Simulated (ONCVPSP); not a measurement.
# Logarithmic derivatives: Al (Z = 13), ONCV

- Element: aluminium (Al)
- Generator: ONCVPSP 4.0.1
- Type: optimised norm-conserving Vanderbilt (ONCV)
- Functional: PBE
- Relativity: scalar-relativistic
- Frozen core: [Ne]
- Valence charge: 3
- Reference configuration: 3s2 3p1
- Partial waves: 3s: rc 2.00 bohr, ncon 4, nbas 8, qcut 3.6 1/bohr, 2 projectors, debl 3 Ha; 3p: rc 1.60 bohr, ncon 4, nbas 9, qcut 4.6 1/bohr, local; d scattering state at 0.46 Ha: rc 1.60 bohr, ncon 4, nbas 8, qcut 6.8 1/bohr, 2 projectors, debl 1 Ha
- Local potential: the p channel
- Core correction: Teter function, fcfact 3, rcfact 1.3

The phase is arctan(r·R′/R) of the radial function R(r), unwrapped; energies in Ha, scanned from -2 to 5 Ha. A pole is an energy at which the radial function vanishes at the test radius. The pseudo phase is shifted by a multiple of π to meet the all-electron one at the reference energy, and phase errors are pseudo minus all-electron; the curves can meet again beyond the range given. Levels narrower than the energy grid can be missing from the lists of poles.

| channel | radius (bohr) | reference energy (Ha) | poles, all-electron | poles, pseudo | unbroken range about the reference energy with phases within 0.05 rad | phase error 1 Ha above the reference energy (rad) |
| --- | --- | --- | --- | --- | --- | --- |
| s | 2.03 | -0.28 | 1.40 | 1.40 | below 3.7 | +0.000 |
| p | 1.62 | -0.10 | 3.71 | 2.67 | -1.3 to 0.5 | -0.072 |
| d | 1.62 | 0.46 | 3.21 | 3.21 | the whole range | +0.000 |

Note: ghosts flagged at negative energy: s at -640.6 eV; GHOST(+) flagged for s at 228.5 eV, s at 596.9 eV. A true bound ghost makes a file unfit for plane-wave use.

Phases in the p channel:

```json
{"E (Ha)": "-1.98", "all-electron": "1.252", "pseudo": "1.146"}
{"E (Ha)": "-1.80", "all-electron": "1.204", "pseudo": "1.121"}
{"E (Ha)": "-1.62", "all-electron": "1.159", "pseudo": "1.091"}
{"E (Ha)": "-1.44", "all-electron": "1.113", "pseudo": "1.057"}
{"E (Ha)": "-1.26", "all-electron": "1.061", "pseudo": "1.016"}
{"E (Ha)": "-1.08", "all-electron": "1.003", "pseudo": "0.965"}
{"E (Ha)": "-0.90", "all-electron": "0.932", "pseudo": "0.903"}
{"E (Ha)": "-0.72", "all-electron": "0.846", "pseudo": "0.825"}
{"E (Ha)": "-0.54", "all-electron": "0.737", "pseudo": "0.723"}
{"E (Ha)": "-0.36", "all-electron": "0.597", "pseudo": "0.591"}
{"E (Ha)": "-0.18", "all-electron": "0.418", "pseudo": "0.417"}
{"E (Ha)": "0.00", "all-electron": "0.196", "pseudo": "0.194"}
{"E (Ha)": "0.18", "all-electron": "-0.061", "pseudo": "-0.072"}
{"E (Ha)": "0.36", "all-electron": "-0.324", "pseudo": "-0.354"}
{"E (Ha)": "0.54", "all-electron": "-0.562", "pseudo": "-0.611"}
{"E (Ha)": "0.72", "all-electron": "-0.758", "pseudo": "-0.821"}
{"E (Ha)": "0.90", "all-electron": "-0.912", "pseudo": "-0.984"}
{"E (Ha)": "1.08", "all-electron": "-1.031", "pseudo": "-1.109"}
{"E (Ha)": "1.26", "all-electron": "-1.124", "pseudo": "-1.205"}
{"E (Ha)": "1.44", "all-electron": "-1.198", "pseudo": "-1.282"}
{"E (Ha)": "1.62", "all-electron": "-1.258", "pseudo": "-1.344"}
{"E (Ha)": "1.80", "all-electron": "-1.307", "pseudo": "-1.396"}
{"E (Ha)": "1.98", "all-electron": "-1.348", "pseudo": "-1.440"}
{"E (Ha)": "2.16", "all-electron": "-1.384", "pseudo": "-1.479"}
{"E (Ha)": "2.34", "all-electron": "-1.414", "pseudo": "-1.513"}
{"E (Ha)": "2.52", "all-electron": "-1.442", "pseudo": "-1.545"}
{"E (Ha)": "2.70", "all-electron": "-1.466", "pseudo": "-1.575"}
{"E (Ha)": "2.88", "all-electron": "-1.488", "pseudo": "-1.604"}
{"E (Ha)": "3.06", "all-electron": "-1.508", "pseudo": "-1.632"}
{"E (Ha)": "3.24", "all-electron": "-1.527", "pseudo": "-1.661"}
{"E (Ha)": "3.42", "all-electron": "-1.544", "pseudo": "-1.690"}
{"E (Ha)": "3.60", "all-electron": "-1.561", "pseudo": "-1.722"}
{"E (Ha)": "3.78", "all-electron": "-1.578", "pseudo": "-1.757"}
{"E (Ha)": "3.96", "all-electron": "-1.593", "pseudo": "-1.796"}
{"E (Ha)": "4.14", "all-electron": "-1.609", "pseudo": "-1.842"}
{"E (Ha)": "4.32", "all-electron": "-1.625", "pseudo": "-1.897"}
{"E (Ha)": "4.50", "all-electron": "-1.641", "pseudo": "-1.967"}
{"E (Ha)": "4.68", "all-electron": "-1.658", "pseudo": "-2.059"}
{"E (Ha)": "4.86", "all-electron": "-1.676", "pseudo": "-2.184"}
```
